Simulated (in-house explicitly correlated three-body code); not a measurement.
Computed with an exponentially correlated three-body code. Model: two electrons around a point charge, non-relativistic, variational in 260 exponentially correlated functions (energies converged to about 1e-7 hartree, or 1e-8 relative for large Z).

Command:
```bash
python run_hyl.py task.json out
```
Settings (lengths in bohr, energies in hartree):
```
Z                      4
screening              1
interaction_strength   1
functions              260
states_tried           13
```

Cost of the run: 64 s on 1 thread of Arm Neoverse V2 (shared host).

**Those bound S and P states to n = 4 that converged, binding against the one-electron ion.**

Given: nuclear charge 4; Yukawa screening of all interactions 1 1/bohr.

Computed: one-electron threshold -4.6547134 hartree.

```json
{"term": "1 1S", "energy (hartree)": "-7.82998099", "binding (eV)": "86.403"}
```

**Converged states only, values per electron or pair (inverse distances are <exp(-kr)/r>).**

| term | mean r (bohr) | mean r squared (bohr²) | mean inverse r (1/bohr) | mean r12 (bohr) | mean inverse r12 (1/bohr) | mean cosine | mean p1 dot p2 (bohr⁻²) | delta r1 (bohr⁻³) | delta r12 (bohr⁻³) |
| --- | --- | --- | --- | --- | --- | --- | --- | --- | --- |
| 1 1S | 0.43778 | 0.26284 | 2.7233 | 0.65494 | 1.341 | -0.030565 | 0.356 | 15.893 | 1.341 |
